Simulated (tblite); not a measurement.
Compound: C7H13BOSi.
Atom-mapped SMILES: `[BH2:1][Si@@:2]1([CH:3]2[CH2:4][CH2:5][CH2:6]2)[CH2:7][O:8][C:9]1=[CH2:10]` (hydrogens: H11, H12 on B1; H13 on C3; H14, H15 on C4; H16, H17 on C5; H18, H19 on C6; H20, H21 on C7; H22, H23 on C10)

Computed with GFN2-xTB (tblite), gas phase: L-BFGS steps from a force-field or distance-geometry start until the largest atomic force falls under 0.01 eV/Å.

Step 34: E = -776.4132 eV
```
atom  x, y, z in Å  |  force x, y, z in eV/Å
B1     -1.1115    2.6702   -0.7075    0.004  -0.004  -0.018
Si2    -0.7577    0.9339    0.1060   -0.020   0.044  -0.024
C3      1.0236    0.5230    0.6723   -0.006  -0.034  -0.010
C4      1.2748   -0.9184    1.1637    0.016  -0.053   0.006
C5      2.2377   -1.1554   -0.0070   -0.006   0.016   0.001
C6      2.0247    0.2888   -0.4806    0.020  -0.008  -0.020
C7     -2.0852    0.2027    1.3361   -0.005  -0.013  -0.009
O8     -2.4670   -0.8320    0.4195   -0.015  -0.018   0.008
C9     -1.6116   -0.6179   -0.6370    0.015  -0.010   0.027
C10    -1.5535   -1.3785   -1.7210    0.006  -0.001  -0.008
H11    -0.2798    3.4872   -0.7891   -0.011  -0.014  -0.011
H12    -2.1630    2.9212   -1.1507    0.015   0.030   0.015
H13     1.3872    1.2706    1.3807   -0.017  -0.003  -0.004
H14     0.3980   -1.5606    1.1475   -0.017  -0.027   0.018
H15     1.7365   -0.9850    2.1463    0.013   0.009   0.024
H16     3.2609   -1.3872    0.2875   -0.042  -0.006  -0.023
H17     1.8927   -1.9076   -0.7146    0.026   0.028   0.029
H18     2.9172    0.9097   -0.4334    0.006   0.021   0.004
H19     1.5994    0.3712   -1.4792    0.001   0.017  -0.016
H20    -2.9490    0.8311    1.5645   -0.002  -0.021  -0.011
H21    -1.7313   -0.2472    2.2660    0.022   0.018  -0.006
H22    -2.1803   -2.2466   -1.8449   -0.010   0.034   0.007
H23    -0.8675   -1.1462   -2.5151    0.008  -0.005   0.022
```

Step 35: E = -776.4137 eV
```
atom  x, y, z in Å  |  force x, y, z in eV/Å
B1     -1.1077    2.6717   -0.7087    0.001  -0.010  -0.006
Si2    -0.7605    0.9346    0.1031    0.007  -0.003  -0.020
C3      1.0219    0.5241    0.6712   -0.010  -0.029  -0.007
C4      1.2740   -0.9171    1.1631    0.001  -0.038   0.016
C5      2.2367   -1.1537   -0.0072   -0.008   0.016   0.005
C6      2.0254    0.2906   -0.4799    0.005   0.004  -0.017
C7     -2.0840    0.2005    1.3347   -0.019  -0.018   0.006
O8     -2.4669   -0.8358    0.4209   -0.005  -0.004  -0.006
C9     -1.6139   -0.6205   -0.6371    0.029  -0.010   0.007
C10    -1.5548   -1.3825   -1.7203   -0.003   0.011  -0.004
H11    -0.2717    3.4831   -0.7906    0.002  -0.001  -0.017
H12    -2.1593    2.9302   -1.1452   -0.003   0.035   0.003
H13     1.3836    1.2728    1.3801   -0.021  -0.011  -0.009
H14     0.3973   -1.5593    1.1483   -0.022  -0.032   0.010
H15     1.7348   -0.9836    2.1461    0.021   0.014   0.024
H16     3.2590   -1.3864    0.2876   -0.029  -0.013  -0.023
H17     1.8903   -1.9049   -0.7148    0.027   0.020   0.020
H18     2.9179    0.9116   -0.4310    0.003   0.017   0.005
H19     1.6009    0.3742   -1.4786    0.004   0.017  -0.024
H20    -2.9480    0.8278    1.5644   -0.006  -0.020  -0.003
H21    -1.7275   -0.2501    2.2632    0.023   0.030   0.005
H22    -2.1815   -2.2507   -1.8434   -0.006   0.029   0.009
H23    -0.8707   -1.1495   -2.5158    0.009  -0.004   0.023
```

Step 36: E = -776.4142 eV
```
atom  x, y, z in Å  |  force x, y, z in eV/Å
B1     -1.1040    2.6731   -0.7096   -0.003  -0.010   0.001
Si2    -0.7629    0.9348    0.0999    0.025  -0.043  -0.009
C3      1.0201    0.5248    0.6701   -0.014  -0.019  -0.003
C4      1.2731   -0.9165    1.1630   -0.015  -0.012   0.021
C5      2.2354   -1.1517   -0.0073   -0.007   0.010   0.007
C6      2.0261    0.2925   -0.4796   -0.012   0.014  -0.007
C7     -2.0831    0.1979    1.3336   -0.021  -0.014   0.014
O8     -2.4669   -0.8394    0.4216    0.007   0.006  -0.015
C9     -1.6155   -0.6231   -0.6373    0.033  -0.010  -0.006
C10    -1.5562   -1.3862   -1.7198   -0.007   0.019   0.002
H11    -0.2634    3.4789   -0.7924    0.011   0.008  -0.021
H12    -2.1555    2.9397   -1.1397   -0.016   0.038  -0.005
H13     1.3796    1.2748    1.3793   -0.023  -0.019  -0.012
H14     0.3959   -1.5582    1.1490   -0.015  -0.033   0.007
H15     1.7334   -0.9818    2.1465    0.022   0.014   0.016
H16     3.2567   -1.3860    0.2873   -0.003  -0.016  -0.016
H17     1.8886   -1.9018   -0.7147    0.018   0.005   0.001
H18     2.9187    0.9137   -0.4286   -0.004   0.011   0.006
H19     1.6025    0.3776   -1.4786    0.009   0.014  -0.025
H20    -2.9471    0.8242    1.5646   -0.014  -0.018   0.004
H21    -1.7235   -0.2525    2.2608    0.023   0.034   0.012
H22    -2.1826   -2.2547   -1.8414   -0.008   0.022   0.009
H23    -0.8740   -1.1531   -2.5166    0.014  -0.002   0.018
```

Step 37: E = -776.4147 eV
```
atom  x, y, z in Å  |  force x, y, z in eV/Å
B1     -1.1001    2.6744   -0.7105   -0.007  -0.007   0.004
Si2    -0.7651    0.9343    0.0964    0.029  -0.065   0.004
C3      1.0180    0.5252    0.6689   -0.016  -0.006   0.001
C4      1.2718   -0.9159    1.1632   -0.024   0.014   0.019
C5      2.2339   -1.1494   -0.0072   -0.004   0.000   0.007
C6      2.0266    0.2949   -0.4794   -0.025   0.018   0.005
C7     -2.0825    0.1948    1.3325   -0.014  -0.002   0.014
O8     -2.4668   -0.8431    0.4220    0.017   0.011  -0.017
C9     -1.6166   -0.6261   -0.6375    0.028  -0.008  -0.013
C10    -1.5579   -1.3899   -1.7194   -0.008   0.021   0.003
H11    -0.2545    3.4747   -0.7948    0.015   0.010  -0.023
H12    -2.1516    2.9506   -1.1340   -0.020   0.035  -0.008
H13     1.3751    1.2765    1.3781   -0.024  -0.024  -0.011
H14     0.3942   -1.5577    1.1498   -0.001  -0.030   0.007
H15     1.7323   -0.9797    2.1472    0.017   0.012   0.003
H16     3.2541   -1.3859    0.2866    0.023  -0.016  -0.006
H17     1.8872   -1.8985   -0.7145    0.005  -0.011  -0.019
H18     2.9194    0.9161   -0.4259   -0.014   0.004   0.008
H19     1.6045    0.3815   -1.4791    0.014   0.011  -0.020
H20    -2.9466    0.8200    1.5650   -0.021  -0.014   0.010
H21    -1.7190   -0.2543    2.2587    0.019   0.034   0.016
H22    -2.1839   -2.2585   -1.8391   -0.012   0.012   0.008
H23    -0.8773   -1.1570   -2.5171    0.022   0.001   0.008
```

Question: Estimate the geometry and energy of step 38. (The exact step hangs on the optimiser's Hessian estimate; all steps are aligned on step 37, rigid shifts and turns removed.)

Answer: E = -776.4153 eV, largest force 0.064 eV/Å
```
atom  x, y, z in Å  |  force x, y, z in eV/Å
B1     -1.0962    2.6759   -0.7117   -0.010  -0.003   0.006
Si2    -0.7670    0.9329    0.0927    0.020  -0.059   0.013
C3      1.0155    0.5252    0.6676   -0.015   0.004   0.005
C4      1.2702   -0.9155    1.1638   -0.023   0.031   0.009
C5      2.2323   -1.1470   -0.0070    0.002  -0.013   0.004
C6      2.0268    0.2975   -0.4791   -0.032   0.012   0.015
C7     -2.0822    0.1917    1.3315    0.000   0.013   0.009
O8     -2.4663   -0.8470    0.4224    0.022   0.013  -0.012
C9     -1.6170   -0.6293   -0.6375    0.017  -0.007  -0.013
C10    -1.5597   -1.3934   -1.7189   -0.005   0.017  -0.003
H11    -0.2453    3.4707   -0.7980    0.012   0.003  -0.023
H12    -2.1480    2.9629   -1.1282   -0.013   0.026  -0.005
H13     1.3698    1.2777    1.3768   -0.022  -0.021  -0.004
H14     0.3926   -1.5581    1.1511    0.017  -0.021   0.008
H15     1.7318   -0.9773    2.1479    0.008   0.011  -0.013
H16     3.2518   -1.3862    0.2856    0.040  -0.011   0.004
H17     1.8859   -1.8951   -0.7146   -0.010  -0.022  -0.034
H18     2.9199    0.9187   -0.4229   -0.026  -0.004   0.011
H19     1.6069    0.3858   -1.4799    0.018   0.007  -0.010
H20    -2.9468    0.8150    1.5654   -0.026  -0.010   0.016
H21    -1.7138   -0.2554    2.2568    0.012   0.031   0.019
H22    -2.1859   -2.2617   -1.8367   -0.016   0.001   0.004
H23    -0.8800   -1.1609   -2.5169    0.030   0.002  -0.006
```

The energy changes by -0.0006 eV. The first-order estimate −F·Δx gives -0.0008 eV and the mean of the old and new forces, exact on a quadratic surface, -0.0006 eV. The step makes an angle of 78° with the force vector and moves no atom by more than 0.014 Å.

The cost below is that of the whole relaxation. On Intel Xeon at 2.50 GHz, one thread, shared host with 64 logical CPUs at a one-minute load of 59, this took 4.8 s wall, 4.2 s CPU.
